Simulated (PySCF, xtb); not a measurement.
FHSTe, SMILES F[Te]S. Other conformers were not sampled.

Harmonic wavenumbers (cm⁻¹) from xtb 6.7.1 with GFN2-xTB at its own minimum, in rising order: 139, 293, 382, 455, 749, 2380.

What does B3LYP-D3(BJ)/def2-TZVP (PySCF 2.14.0) give at its own minimum? (The exact figures need the calculation; the answer reports its results.)

164, 369, 387, 580, 790, 2634. Paired by order, the mean absolute difference is 88 cm⁻¹ and the zero-point energies are 6.3 and 7.0 kcal/mol.
